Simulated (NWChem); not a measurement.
## A calculation on germanium monoxide (GeO)

```xyz
2

Ge     0.0000     0.0000     0.3297
O      0.0000     0.0000    -1.3189
```
Charge 0, spin multiplicity 1.

Program: NWChem. The geometry was optimised at PBE/def2-SVP, a minimum by its harmonic frequencies.

Symmetry labels belong to the abelian group C2v used in the runs, with the axes of the coordinates shown; states degenerate in a higher group split over its labels.

The Hamiltonian is non-relativistic.

Problem. List the lowest 3 singlet excitations that CIS/def2-SVPD gives, with oscillator strengths.

Solution. 
```csv
state,symmetry,energy (eV),wavelength (nm),f
1,a2,5.05,245,0.000
2,a2,5.32,233,0.000
3,a1,5.32,233,0.000
```
